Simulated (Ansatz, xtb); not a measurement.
**Two isomers of C5H9N2O+**

Structure I: `Cc1[nH+]ccn1CO`, a singlet. Structure II: `C[n+]1c[nH]cc1CO`, a singlet. Both are isolated ions in the gas phase, relaxed with B3LYP-D3(BJ)/def2-SVP; the shapes shown needn't be the lowest conformers.

I (Å):

```xyz
17

C     0.1528    2.0052   -0.0039
C     1.0357    0.9167    0.4827
C     2.4213   -0.3005    1.7562
C     2.1702   -1.0040    0.6157
C     0.7973   -0.5808   -1.5130
N     1.7097    0.8804    1.6434
N     1.3098   -0.2367   -0.1561
O     1.2219    0.3152   -2.4657
H     0.2636    2.9031    0.6178
H    -0.9033    1.6891    0.0297
H     0.4006    2.2486   -1.0469
H     1.6906    1.6248    2.3362
H     3.0360   -0.5347    2.6209
H     2.5252   -1.9795    0.2936
H    -0.2997   -0.5343   -1.4646
H     1.1010   -1.6245   -1.6928
H     2.1088    0.0923   -2.7840
```

II (Å):

```xyz
17

C     0.4356    2.0471   -0.3757
C     0.9505    0.8773    1.7633
C     1.7111   -1.0646    1.0067
C     1.3815   -0.2932   -0.0767
C     1.4902   -0.5718   -1.5420
N     0.9098    0.9156    0.4297
N     1.4285   -0.3173    2.1308
O     2.3230    0.4124   -2.1065
H     0.3071    2.9202    0.2746
H    -0.5270    1.7881   -0.8387
H     1.1784    2.2490   -1.1556
H     0.6506    1.6800    2.4339
H     1.5704   -0.6129    3.0937
H     2.1247   -2.0679    1.0596
H     0.4747   -0.5682   -1.9873
H     1.8898   -1.5956   -1.6583
H     2.3873    0.2712   -3.0613
```

Energies in hartree; the thermal terms are from GFN2-xTB frequencies at re-optimised GFN2-xTB minima (ideal gas, soft modes damped towards free rotors, one conformer each, 298.15 K, 1 atm) and include the zero-point energy:

|  | I | II |
| --- | --- | --- |
| E, CCSD(T)/def2-SVP | −379.137950 | −379.129032 |
| E, MP2/def2-SVP | −379.038714 | −379.030539 |
| E, MP2/def2-TZVPP | −379.734018 | −379.725601 |
| zero-point energy | 0.139909 | 0.140081 |
| H(298 K) − E | 0.148921 | 0.149100 |
| G(298 K) − E | 0.107417 | 0.107676 |

Problem. Correct the CCSD(T) difference for the basis set by the MP2 change, then work out ΔE, ΔE₀, ΔH and ΔG for I → II in kJ/mol (1 Eh = 2625.50 kJ/mol) and the equilibrium ratio [II]/[I].

Solution. 1. Differences II − I: CCSD(T) +0.008918, MP2 in the small set +0.008175, MP2 in the large set +0.008417 Eh.
2. ΔE = +0.008918 + (+0.008417 − (+0.008175)) = +0.009160 Eh = +24.05 kJ/mol.
3. ΔE₀ = ΔE + ΔZPE = +0.009160 + (+0.000172) Eh = +24.50 kJ/mol.
4. ΔH = ΔE + (+0.000179) Eh = +24.52 kJ/mol.
5. ΔG = ΔE + (+0.000259) Eh = +24.73 kJ/mol, so ΔS = (ΔH − ΔG)/T = −0.7 J/(mol K).
6. kT = 0.9442 mEh, so K = [II]/[I] = exp(−ΔG/kT) = exp(−9.98) ≈ 4.7 × 10^−5.

Structure I is favoured at this temperature. An error of 4 kJ/mol in ΔG would change K by a factor of 5. Mirror images and further conformers aren't counted.

As drawn, both hold the same kinds of bond in the same numbers.

Other levels gave ΔE = +22.2 (GFN2-xTB); +32.4 (HF/STO-3G, GFN2-xTB geometries); +30.0 (r2SCAN-D4/def2-SVP, GFN2-xTB geometries); +26.2 (B3LYP-D3(BJ)/def2-SVP); +29.2 (HF/def2-SVP); +21.5 (MP2/def2-SVP); +23.4 (CCSD(T)/def2-SVP) kJ/mol. The correlated steps freeze 8 core orbitals. Programs: Ansatz 0.2.0, xtb 6.7.1.
